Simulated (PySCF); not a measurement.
**SiO₂ + 2 HF → SiOF₂ + H₂O**

Level: PBE0 in the def2-TZVP basis family, all electrons, no relativity, computed in PySCF with density fitting; open shells unrestricted.

```
species                                                               state and structure  ZPE (kJ/mol)  H(298 K) − H(0) (kJ/mol)  S° (J/(mol K))
   SiO₂                                                   singlet, D∞h, Si–O 1.506 Å (×2)          18.5                      11.0           231.3
     HF                                                         singlet, C∞v, H–F 0.920 Å          24.9                       8.7           173.6
  SiOF₂  singlet, C2v, Si–F 1.564 Å (×2), Si–O 1.501 Å; F–Si–F 104.7°, F–Si–O 127.6° (×2)          25.4                      13.0           277.0
    H₂O                                      singlet, C2v, O–H 0.960 Å (×2); H–O–H 105.1°          56.5                       9.9           188.7
```

(1) Is the gas-phase reaction uphill or downhill in electronic energy at this level, and by how much?

(2) Add zero-point, thermal and entropy terms for 298.15 K and 1 bar.

## Answers

(1) At PBE0/def2-TZVP, ΔE = -333.2 kJ/mol, downhill. Ligand exchange with HF takes part in thermal etching.

(2) ΔZPE = 13.6 and Δ[H(298) − H(0)] = -5.5 kJ/mol give ΔH° = -325.1 kJ/mol. ΔS° = -112.8 J/(mol K), so ΔG° = -325.1 − 298.15 × (-0.1128) = -291 kJ/mol. ΔG° would change sign near 2880 K if ΔH° and ΔS° stayed fixed.

The structures come from searches over a few start shapes, so lower isomers are not excluded.
